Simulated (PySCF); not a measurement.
input.py for F2OSn

The script input.py:

```python
from pyscf import gto, scf, tdscf

mol = gto.M(
    atom='Sn -0.0535 -0.0927 -0.0057; O -0.9574 -1.6584 -0.1023; F 1.802 0.2763 0.0609; F -0.6618 1.6987 0.0609',
    basis='lanl2dz',
    ecp={'Sn': 'lanl2dz'},
    charge=0,
    spin=0,
    symmetry=True,
    verbose=4,
)
mf = scf.RHF(mol)
mf.kernel()
td = tdscf.TDA(mf)
td.nstates = 6
td.kernel()
td.analyze(verbose=3)
mf.dip_moment()
print('orbital energies (hartree):', mf.mo_energy[..., max(0, mol.nelec[1]-3):mol.nelec[0]+3].round(4))
```

```bash
$ OMP_NUM_THREADS=1 python input.py
```

Output (some set-up lines and the per-cycle HOMO/LUMO lines with their warnings removed):

```
PySCF version 2.14.0

[INPUT] Symbol           X                Y                Z      unit          X                Y                Z       unit  Magmom
[INPUT]  1 Sn    -0.053500000000  -0.092700000000  -0.005700000000 AA   -0.101100347664  -0.175177611747  -0.010771438910 Bohr   0.0
[INPUT]  2 O     -0.957400000000  -1.658400000000  -0.102300000000 AA   -1.809223791659  -3.133921804979  -0.193318982543 Bohr   0.0
[INPUT]  3 F      1.802000000000   0.276300000000   0.060900000000 AA    3.405286476466   0.522131328217   0.115084320986 Bohr   0.0
[INPUT]  4 F     -0.661800000000   1.698700000000   0.060900000000 AA   -1.250620749237   3.210077767799   0.115084320986 Bohr   0.0

nuclear repulsion = 67.1315804385979
point group symmetry = C1
symmetry origin: [0. 0. 0.]
symmetry axis x: [1. 0. 0.]
symmetry axis y: [0. 1. 0.]
symmetry axis z: [0. 0. 1.]
num. orbitals of irrep A = 35
number of shells = 19
number of NR pGTOs = 87
number of NR cGTOs = 35
basis = lanl2dz
ecp = {'Sn': 'lanl2dz'}

******** <class 'pyscf.scf.hf.RHF'> ********
method = RHF
initial guess = minao
damping factor = 0
level_shift factor = 0
DIIS = <class 'pyscf.scf.diis.CDIIS'>
SCF conv_tol = 1e-09
SCF max_cycles = 50
Initial guess from minao.
init E= -269.169240270809
cycle= 1 E= -276.700382806315  delta_E= -7.53  |g|= 1.04  |ddm|= 2.51
cycle= 2 E= -276.664303530328  delta_E= 0.0361  |g|= 1.21  |ddm|=  1.8
cycle= 3 E= -276.983165465705  delta_E= -0.319  |g|= 0.195  |ddm|= 0.966
cycle= 4 E= -276.99180068206  delta_E= -0.00864  |g|= 0.0545  |ddm|= 0.171
cycle= 5 E= -276.993407182534  delta_E= -0.00161  |g|= 0.0202  |ddm|= 0.0729
cycle= 6 E= -276.994006543137  delta_E= -0.000599  |g|= 0.00807  |ddm|= 0.0652
cycle= 7 E= -276.994151337075  delta_E= -0.000145  |g|= 0.00278  |ddm|= 0.0429
cycle= 8 E= -276.994165968377  delta_E= -1.46e-05  |g|= 0.000625  |ddm|= 0.0146
cycle= 9 E= -276.994166533026  delta_E= -5.65e-07  |g|= 0.000145  |ddm|= 0.00251
cycle= 10 E= -276.994166551609  delta_E= -1.86e-08  |g|= 3.82e-05  |ddm|= 0.000338
cycle= 11 E= -276.994166553214  delta_E= -1.6e-09  |g|= 8.55e-06  |ddm|= 0.000116
cycle= 12 E= -276.994166553245  delta_E= -3.09e-11  |g|= 4.15e-06  |ddm|= 1.21e-05
Extra cycle  E= -276.994166553249  delta_E= -3.75e-12  |g|= 2.82e-06  |ddm|= 4.89e-06
converged SCF energy = -276.994166553249

******** <class 'pyscf.tdscf.rhf.TDA'> for <class 'pyscf.scf.hf.RHF'> ********
nstates = 6 singlet
deg_eia_thresh = 1.000e-03
wfnsym = None
conv_tol = 1e-05
eigh lindep = 1e-12
eigh level_shift = 0
eigh max_cycle = 100

Excitation energies (eV)
[3.46366499 3.47861808 5.72271258 6.31292742 7.19017164 8.24855609]

** Singlet excitation energies and oscillator strengths **
Excited State   1:    A      3.46366 eV    357.96 nm  f=0.0202
Excited State   2:    A      3.47862 eV    356.42 nm  f=0.0205
Excited State   3:    A      5.72271 eV    216.65 nm  f=0.0678
Excited State   4:    A      6.31293 eV    196.40 nm  f=0.0000
Excited State   5:    A      7.19017 eV    172.44 nm  f=0.1414
Excited State   6:    A      8.24856 eV    150.31 nm  f=0.2941
Dipole moment(X, Y, Z, Debye):  0.32554,  0.56370,  0.03499
orbital energies (hartree): [-0.5126 -0.5041 -0.4978 -0.0178 -0.0084  0.1001]
```

In short: E(SCF) = -276.994167 Eh, 12 cycles, μ(SCF) = 0.65 D, first singlet excitations without spin–orbit coupling 3.46, 3.48, 5.72, 6.31, 7.19 eV.

Hardware: Arm Neoverse N1, 1 thread, shared host. Wall time 1.9 s, peak memory 0.11 GiB.

With symmetry on the solver can miss roots, and labels of degenerate states are those of a subgroup.
